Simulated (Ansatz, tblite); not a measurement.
Cost and result up the ladder for Ta₅Si₃⁺ (8 atoms). Total charge 1; singlet. Geometry: PBE-D4/def2-SVP.

Cartesian coordinates in Å:
```
Ta 1.353 -1.020 0.665
Ta -0.039 0.505 2.228
Ta -1.340 0.471 -0.204
Ta -0.459 -2.072 -0.854
Ta -1.332 -1.544 1.468
Si -0.022 2.164 -1.798
Si 1.058 1.562 0.221
Si 0.781 -0.065 -1.727
```

Ansatz on 4 threads of Arm Neoverse V2 on a shared host; xTB runs through tblite on one thread. Times are rough, summed over both states, and most runs start from the orbitals of an earlier one. No level here is sound enough to serve as a yardstick. The other state is a triplet at its own geometry, which has other bonds, so the gap mixes isomer and spin.

In the def2 sets Ta takes a core potential; there is no spin–orbit coupling. The xTB rows come from tblite. HSE06 is defined as in plane-wave codes, on full-range PBE exchange. The structure comes from a short search, and lower isomers may exist.

Run but left out: HF/def2-TZVP, MP2/def2-TZVP (singlet: restricted singlet, unstable towards broken spin symmetry).

xTB has no spin-polarisation term.

| level | functions | wall time | triplet − singlet (eV) | remarks |
| --- | --- | --- | --- | --- |
| GFN1-xTB | 72 | 0.028 s | 0.17 | – |
| LDA (SPW92)/def2-TZVP | 311 | 17 s | 0.25 | restricted SCF unstable in HF (singlet) |
| PBE-D4/def2-TZVP | 311 | 33 s | 0.13 | restricted, untested (singlet) |
| HSE06-D4/def2-TZVP | 311 | 78 s | 0.03 | restricted SCF unstable in HF (singlet) |
| PBE0-D4/def2-TZVP (with forces) | 311 | 96 s | 0.02 | restricted SCF unstable in HF (singlet) |
| r2SCAN-D4/def2-TZVP | 311 | 96 s | 0.01 | restricted SCF unstable in HF (singlet) |
